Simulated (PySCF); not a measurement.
All values below come from B3LYP-D3(BJ)/def2-TZVP // PBE-D3(BJ)/def2-SVP (PySCF). Isolated molecules, 0 K electronic values unless said otherwise. B3LYP has the VWN-RPA correlation part, as in Gaussian. 

Reference species: [Hf(F)(H)3] (neutral, multiplicity 1).

```
Quantity                                                        Value
------------------------------------------------------------  -------
dipole moment                                                  0.64 D
mean distance from the central atom to its bonded neighbours  1.865 Å
coordination number                                                 4
HOMO–LUMO gap                                                 6.10 eV
```

After one change: the dipole moment decreases by 0.56 D; the mean distance from the central atom to its bonded neighbours goes up by 0.030 Å; the coordination number stays essentially unchanged; the HOMO–LUMO gap rises by 1.31 eV.

Q: What was changed between the two runs? The new species is one of these.
(A) [Hf(F)4]
(B) [Hf(F)2(H)2]
(C) [Hf(F)3(H)]
(D) [Hf(H)4]

A: C, [Hf(F)3(H)]
